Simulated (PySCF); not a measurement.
## `CO[BH2-][NH3+]`: 4 charge schemes on one density

Species: CH8BNO.
Geometry (PBE0-D3(BJ)/def2-SVP, Å), atoms numbered from 1 in this order:
```
atom  x, y, z in Å
C1     1.492   -0.355   -0.162
O2     0.558   -0.854   -1.055
B3    -0.666   -1.374   -0.547
N4    -1.700   -0.050   -0.376
H5     2.442   -0.163   -0.688
H6     1.698   -1.056    0.671
H7     1.187    0.611    0.302
H8    -1.263   -2.062   -1.368
H9    -0.625   -1.850    0.591
H10   -2.646   -0.355   -0.146
H11   -1.727    0.454   -1.264
H12   -1.388    0.599    0.347
```

Density: PBE0/pcSseg-1 (PySCF); schemes: Mulliken, IAO, Hirshfeld and ESP-fitted. The structure is a single PBE0-D3(BJ)/def2-SVP conformer in the gas phase; no vibrational or solvent corrections.

Q: What partial charge does each atom carry?

A: In e:

| atom | environment | Mulliken | IAO | Hirshfeld | ESP-fitted |
| --- | --- | --- | --- | --- | --- |
| C1 | methoxy carbon | -0.025 | -0.179 | -0.048 | +0.069 |
| O2 | boron-bound oxygen | -0.558 | -0.459 | -0.226 | -0.497 |
| B3 | four-coordinate boron | +0.242 | -0.009 | +0.028 | +0.446 |
| N4 | nitrogen bonded to B and 3 H | -0.367 | -0.446 | -0.096 | -0.580 |
| H5 | methyl hydrogen | +0.108 | +0.138 | +0.036 | +0.051 |
| H6 | methyl hydrogen | +0.091 | +0.115 | +0.029 | +0.030 |
| H7 | methyl hydrogen | +0.047 | +0.083 | +0.014 | +0.002 |
| H8 | B–H hydrogen | -0.074 | -0.043 | -0.110 | -0.217 |
| H9 | B–H hydrogen | -0.129 | -0.067 | -0.114 | -0.224 |
| H10 | N–H hydrogen | +0.226 | +0.292 | +0.166 | +0.298 |
| H11 | N–H hydrogen | +0.220 | +0.291 | +0.162 | +0.314 |
| H12 | N–H hydrogen | +0.219 | +0.284 | +0.159 | +0.308 |

Mean size of the charges over all atoms: ESP-fitted 0.253 e, IAO 0.200 e, Mulliken 0.192 e, Hirshfeld 0.099 e. Each set sums to the total charge, 0, to within 0.001 e. The Mulliken scheme gives each basis function's population to the atom it is centred on and halves the overlap population of two atoms between them. The IAO scheme projects the occupied orbitals on a minimal set of polarised atomic orbitals and counts the electrons in each atom's part of it.

Lowest charge. The schemes don't all agree: Mulliken O2 (-0.558); IAO O2 (-0.459); Hirshfeld O2 (-0.226); ESP-fitted N4 (-0.580).

Highest charge. The schemes don't all agree: Mulliken B3 (+0.242); IAO H10 (+0.292); Hirshfeld H10 (+0.166); ESP-fitted B3 (+0.446).

Q: How closely do the schemes follow one another over all atoms?

A: Correlation coefficient and root-mean-square difference: Mulliken with ESP-fitted 0.95, 0.116 e; Mulliken with IAO 0.91, 0.102 e; IAO with Hirshfeld 0.90, 0.151 e; Mulliken with Hirshfeld 0.89, 0.145 e; Hirshfeld with ESP-fitted 0.85, 0.221 e; IAO with ESP-fitted 0.83, 0.175 e.

Q: How many electrons does the Hirshfeld scheme count on C1?

A: Z − q = 6 − (-0.048) = 6.048.

Q: Sum the charges by element, for elements with more than one atom.

A: 
| element | atoms | Mulliken | IAO | Hirshfeld | ESP-fitted |
| --- | --- | --- | --- | --- | --- |
| H | 8 | +0.708 | +1.093 | +0.342 | +0.563 |

These values come from a run that also computed NMR shieldings. Hardware: one thread of an Arm Neoverse V1 (shared host). Cost: 7.9 s.
